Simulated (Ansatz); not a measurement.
Reaction (ligand exchange at the Si–C bond): `FC([SiH3])Cl` + `NB[SeH]` → `[SiH3]NB[SeH]` + `FCCl`

Calculated with Ansatz (gas phase, PBE0-D4/def2-TZVP geometries, no zero-point term in ΔE). CCSD(T)/CBS adds triple-zeta CCSD(T) − MP2 to the extrapolated MP2 energy (def2 sets, frozen cores). This one scheme is used for every species. Functionals use def2-TZVPP. For Se outer-core shells are correlated without core-valence functions, which leaves a few kJ/mol of doubt a bond. Scalar relativity is left out up to krypton. Each species was taken in one conformer, which may not be the lowest.

CCSD(T)/CBS gives -15.5 kcal/mol.

**Question.** Another level gave -16.6 kcal/mol. Which?
A. MP2/def2-TZVPP
B. B2PLYP/def2-TZVPP
C. r2SCAN/def2-TZVPP
D. HF/def2-TZVPP

**Answer.** A. MP2/def2-TZVPP -16.6, r2SCAN -14.2, HF/def2-TZVPP -18.6, B2PLYP -15.7 kcal/mol.

Largest T1 diagnostic among the species: 0.011.

In def2-TZVPP, CCSD(T) changes the Hartree–Fock value by +2.6 kcal/mol (the triples alone add +0.4 kcal/mol) and MP2 by +2.0 kcal/mol. From PBE to PBE0 (25 % exact exchange), in def2-TZVPP and without D4, ΔE moves by −1.4 kcal/mol.
